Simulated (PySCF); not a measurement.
**ScS₂⁻: map over both bonds**

These are results of PBE0/[Sc def2-TZVPD, S def2-TZVPD], no relativity, density fitting, PySCF, not measurements.

Rigid scan from the singlet minimum (Sc–S 2.260 Å (×2); S–Sc–S 150.2°). Coordinate: rows scale the first bond (Sc–S), columns the second (Sc–S). Energies in kJ/mol from the minimum.

Rows run from the largest first scale (top) to the smallest, columns from the smallest second scale to the largest. Lower edges of the bins (kJ/mol): '_' -0.01, '.' 0.80, ':' 2.09, '-' 4.13, '=' 7.36, '+' 12.49, '*' 20.61, '#' 33.49, '%' 53.90, '@' 86.24; top 138, each point printed twice.
```
%%%%%%%%@@@@
##****##%%@@
++==--++##%%
++::__--**%%
**==::==**%%
##**++++##%%
```

(1) Give the energies on the grid of the scan.

Answers

(1) 
```csv
scale \ scale,0.94,0.97,1.00,1.04,1.09,1.15
0.94,39,23,17,20,37,68
0.97,23,9,4,8,26,59
1.00,17,4,0,6,25,60
1.04,20,8,6,13,34,71
1.09,37,26,25,34,58,97
1.15,68,59,60,71,97,138
```

Other isomers or separated fragments may lie lower.
